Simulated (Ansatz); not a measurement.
Ansatz (an electronic-structure program) input (PBE0/def2-TZVPD):

Ansatz 0.2 input:
```yaml
crystal:
  periodic: [false, false, false]
  atoms:
    - {symbol: C, position_ang: [-3.60872992, 0.37187954, 0.00800781]}
    - {symbol: C, position_ang: [-2.62635493, -0.31589583, 0.12778127]}
    - {symbol: Si, position_ang: [-1.15082436, -1.36953660, 0.31196453]}
    - {symbol: C, position_ang: [0.35405867, -0.36732245, 0.06800170]}
    - {symbol: C, position_ang: [1.36070738, 0.29093711, -0.09266552]}
    - {symbol: Si, position_ang: [2.87175193, 1.28928408, -0.33596998]}
    - {symbol: H, position_ang: [-4.47457956, 0.98091774, -0.09814993]}
    - {symbol: H, position_ang: [-1.18758862, -2.44545067, -0.69842635]}
    - {symbol: H, position_ang: [-1.13163705, -1.95344951, 1.66788120]}
    - {symbol: H, position_ang: [4.05791850, 0.41997555, -0.18327092]}
    - {symbol: H, position_ang: [2.85442206, 1.87589739, -1.69288358]}
    - {symbol: H, position_ang: [2.91039137, 2.36805455, 0.67417421]}
basis:
  gaussian:
    orbitals: def2-TZVPD
hamiltonian:
  xc: {name: PBE0}
total_charge: -1
magnetization: {spin_polarized: true, initial_magnetization: 1}
```

End of the output:

```
0.44 GiB of the device are held for the grids
1.94 GiB of device memory are held for the factors and their scratch space
mean field: 2.18 GiB planned
mean field evaluation 1: about -19979.6367 eV, gradient 3.9e1 eV
mean field evaluation 2: about -19969.0005 eV, gradient 5.4e1 eV
mean field evaluation 4: about -19986.8022 eV, gradient 6.2e0 eV
mean field evaluation 8: about -19987.0478 eV, gradient 2.2e-1 eV
mean field evaluation 16: about -19987.0712 eV, gradient 4.1e-3 eV
mean field evaluation 32: about -19987.0712 eV, gradient 3.8e-5 eV
mean field evaluation 64: about -19987.0712 eV, gradient 2.4e-6 eV
mean field evaluation 96: about -19986.1847 eV, gradient 6.8e0 eV
mean field evaluation 128: about -19987.0353 eV, gradient 1.3e0 eV
mean field -19987.07124764 eV, -734.5113206272 hartree, gradient 4.7e-6 eV, S^2 0.753375; 11 other end points of the search recorded, 0 dependent functions left out
reference -19987.07131098 eV, -734.5113229551 hartree; 30, 29 occupied and 258, 259 virtual orbitals, 1594 factors
Total energy: -19987.07131098 eV, -734.5113229551 hartree
```

This state (charge -1, doublet) is run at the relaxed geometry of the species with charge 0 and multiplicity 1.
